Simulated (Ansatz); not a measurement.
Species: C₃H₉BrSi, charge 0, multiplicity 1. SMILES: C[Si](C)(C)Br
Structure (B3LYP-D3(BJ)/def2-TZVP (Ansatz, a program for electronic structure) minimum search):
```
Si
C 1 1.8667
H 2 1.0910 1 111.03
H 2 1.0910 3 108.11 1 122.03
H 2 1.0935 3 108.20 4 116.97
C 1 1.8667 2 111.57 3 177.38
H 6 1.0910 1 111.03 2 -57.07
H 6 1.0910 7 108.11 1 122.03
H 6 1.0935 7 108.20 8 116.97
C 1 1.8667 2 111.57 3 -57.07
H 10 1.0910 1 111.03 2 57.07
H 10 1.0910 11 108.11 1 -122.03
H 10 1.0935 11 108.20 12 -116.97
Br 1 2.2651 2 107.28 3 60.16
```

Computed values are from Ansatz. Valence correlation only, unless marked. UHF or UKS for open shells. No spin-orbit coupling. Frozen are the shells of the preceding noble gas and the d and f shells that filled before the atom's block. Non-relativistic. CBS(X,Y): correlation extrapolated as X^-3; Hartree-Fock from the larger set. [CCSD(T)-MP2]/basis is that difference in the basis named.

Q: What is the T1 diagnostic at CCSD/def2-TZVPP?

A: 0.009.

Q: What is the dipole moment at CCSD(T)/def2-SVPD?

A: 2.45 D.

Q: What is the total energy at RI-MP2/CBS(def2-TZVPP,def2-QZVPP)+[CCSD(T)-MP2]/def2-TZVPP?

A: -2981.4339 Eh.

Q: What is the atomisation energy De at RI-MP2/CBS(def2-TZVPP,def2-QZVPP)+[CCSD(T)-MP2]/def2-TZVPP?

A: 5206.9 kJ/mol.
